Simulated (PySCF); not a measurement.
Cartesian coordinates in Å; atom numbers follow the order of the lines, from 1:
```xyz
10

Si   -0.942   -0.940   -0.685
Cl   -2.307   -0.271    0.686
Cl   -1.576   -0.373   -2.550
Cl   -0.884   -2.985   -0.671
N     0.562   -0.272   -0.261
Si    0.886    1.070    0.831
H     1.374   -0.668   -0.728
H    -0.008    2.224    0.528
H     0.711    0.686    2.262
H     2.308    1.451    0.593
```

All values are calculated (PySCF): geometry: PBE0-D3(BJ)/def2-SVP, σ from GIAO-KT2/pcSseg-1. Single conformer, no solvent, no relativistic terms, rapidly exchanging positions averaged.

Chemical shifts δ = σref − σ; TMS for 1H (31.18 ppm), 29Si (361.05 ppm); 35Cl (942.74 ppm) against HCl; 15N (264.30 ppm) vs NH3, all at this level.

```csv
atoms,nucleus,count,δ (ppm)
Si6,29Si,1,?
H8/H9/H10,1H,3,4.75
N5,15N,1,?
Cl2/Cl3/Cl4,35Cl,3,178
H7,1H,1,0.97
Si1,29Si,1,0.7
```

**Question.** Fill in the missing shifts.

**Answer.** 
- Si6: -52.8 ppm, silicon bonded to N, 3 H
- N5: 51.1 ppm, nitrogen bonded to 2 Si, H

The OH or NH signal is concentration- and solvent-dependent in practice; the value given is the gas-phase one. The averaged Cl atoms aren't alike in the static structure (σ from 740 to 797 ppm); the average presumes fast exchange among these sites. Experimental scales use liquid or dissolved standards, which lie at an offset from isolated NH3 (liquid NH3: subtract about 20 ppm).
